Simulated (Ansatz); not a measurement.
Start from `C[Si](N)(O)Br` and change one atom or group to get `CC[Si](N)(O)Br`.

Ansatz, PBE0-D4/def2-TZVP geometries, multiplicity 1. Each molecule was computed in one conformer, which needn't be the lowest.

Scalar relativity is left out up to krypton.

```tsv
property	`C[Si](N)(O)Br`
size of the dipole moment (PBE/def2-TZVPP) / D	1.21
HOMO–LUMO gap (B3LYP/def2-TZVPP) / eV	7.73
LUMO energy (PBE0/def2-TZVPP) / eV	0.66
HOMO–LUMO gap (PBE/def2-TZVPP) / eV	6.11
LUMO energy (B3LYP/def2-TZVPP) / eV	0.30
HOMO–LUMO gap (ωB97M-V/def2-TZVPP) / eV	12.04
```

Q: Give the same properties after the change, and the shifts. (Best estimate.)

A: Computed: 
```tsv
property	`CC[Si](N)(O)Br`	shift
size of the dipole moment (PBE/def2-TZVPP) / D	2.44	1.23
HOMO–LUMO gap (B3LYP/def2-TZVPP) / eV	7.65	-0.08
LUMO energy (PBE0/def2-TZVPP) / eV	0.56	-0.10
HOMO–LUMO gap (PBE/def2-TZVPP) / eV	5.97	-0.14
LUMO energy (B3LYP/def2-TZVPP) / eV	0.21	-0.09
HOMO–LUMO gap (ωB97M-V/def2-TZVPP) / eV	11.98	-0.06
```

Dipoles are sizes alone; their direction can turn.

B3LYP here is the variant with VWN-RPA as its local correlation; programs differ in this.

Spin–orbit coupling is left out; it splits and shifts lone-pair levels of the heavy atoms by tenths of an eV.
